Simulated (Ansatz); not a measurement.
`O/C=N/[CH2][AlH2]` + `[SH][SnH3]` → `[AlH2][S][SnH3]` + `C/N=C/O`  (ligand exchange at the Al–C bond)

Calculated with Ansatz (gas phase, PBE0-D4/def2-TZVP geometries, no zero-point term in ΔE). CBS: MP2 limit from def2 TZ/QZ plus the TZ coupled-cluster correction, frozen cores. Double bonds are as drawn, so ΔE can hold a change between cis and trans. Functionals use def2-TZVPP. Elements past krypton have def2 core potentials. For Sn outer-core shells are correlated without core-valence functions, which leaves a few kJ/mol of doubt a bond. One conformer a species, not always the lowest.

CCSD(T)/CBS gives -148.8 kJ/mol.

Task: Another level gave -143.5 kJ/mol. Which?
A. PBE/def2-TZVPP
B. SCS-MP2/def2-TZVPP
C. ωB97X-V/def2-TZVPP
D. HF/def2-TZVPP

Result: C. ωB97X-V -143.5, PBE -139.3, SCS-MP2/def2-TZVPP -148.0, HF/def2-TZVPP -152.8 kJ/mol.

Largest T1 diagnostic among the species: 0.013.

From PBE to PBE0 (25 % exact exchange), in def2-TZVPP and without D4, ΔE moves by −5.2 kJ/mol.
